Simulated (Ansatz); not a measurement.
Total energies of `[NH][GeH2][NH2]` radical.

Z-matrix (Å, degrees):
```
Ge
N 1 1.829
N 1 1.861 2 104.2
H 1 1.541 2 107.4 3 121.4
H 1 1.552 2 115.8 3 -115.6
H 2 1.011 1 113.8 3 53.9
H 2 1.010 1 115.2 3 -179.0
H 3 1.025 1 109.3 2 166.0
```

The species carries charge 0 and has multiplicity 2. Correlated methods include outer-core shells of Ge, which these sets cover unevenly. Scalar relativity is left out up to krypton. The structure was optimised at the PBE0-D4/def2-TZVP level. It is one conformer, not always the lowest. Basis def2-TZVPP, the Gaussian-basis code of Ansatz.

RPA on PBE orbitals: Hartree–Fock energy of these orbitals -2187.14213 Eh, correlation -1.06437 Eh (frozen core).

| functional | kind | energy without D4 (Eh) | D4 term (kJ/mol) |
| --- | --- | --- | --- |
| LDA (SPW92) | LDA | -2185.40767 | – |
| PBE | GGA | -2189.05195 | -12.0 |
| revPBE | GGA | -2189.31252 | -36.9 |
| BLYP | GGA | -2189.52356 | -26.6 |
| r2SCAN | meta-GGA | -2189.43945 | -2.8 |
| B97M-V | meta-GGA with VV10 | -2189.10240 | – |
| PBE0 | global hybrid, 25 % exact exchange | -2189.11561 | -10.0 |
| B3LYP | global hybrid, 20 % | -2189.55955 | -19.4 |
| r2SCANh | meta-GGA hybrid, 10 % | -2189.42569 | -3.0 |
| r2SCAN0 | meta-GGA hybrid, 25 % | -2189.40631 | -3.3 |
| HSE06 (plane-wave form) | screened hybrid | -2189.11020 | -9.3 |
| BHLYP | global hybrid, 50 % | -2189.42550 | -14.7 |
| CAM-B3LYP | range-separated hybrid | -2189.58001 | -10.1 |
| LC-ωPBE | long-range corrected hybrid | -2189.16967 | – |
| ωB97X-V | range-separated hybrid GGA with VV10 | -2189.28009 | – |
| ωB97M-V | range-separated hybrid meta-GGA with VV10 | -2189.33878 | – |
| B2PLYP | double hybrid | -2189.05032 | – |
| PBE-QIDH | double hybrid | -2188.77320 | – |

B3LYP takes the VWN-RPA correlation (the form of Gaussian; ORCA's B3LYP/G). HSE06 is the plane-wave form, built on full-range PBE exchange. The double hybrids freeze the cores in their second-order part.

LC-ωPBE has ω = 0.4 bohr⁻¹.
